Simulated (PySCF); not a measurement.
C2H6N2OSi, SMILES [Si@@H](N)(C)OC#N.

Coordinates come from a r2SCAN-D4/def2-SVP optimisation. The structure was generated by enumeration; whether it is a known compound was not checked. Other conformers were not sampled.

All values below come from PBE/def2-TZVP (PySCF).

Isolated molecule, no solvent.

Task: Estimate the frontier levels, gap, dipole moment and polarisability. (An estimate is asked for; the answer gives what the named calculation found.)

Result: 
```yaml
highest_occupied_level: -6.76 eV
lowest_empty_level: -0.56 eV
orbital_gap: 6.20 eV
dipole_moment: 5.96 D
quadrupole, principal values (traceless, Buckingham form, about the centre of nuclear charge): -15.41, 6.25, 9.16 D·Å
mean_static_polarisability: 64.4 bohr³ (9.54 Å³)
polarisability_principal_values: 52.4, 58.5, 82.2 bohr³
```
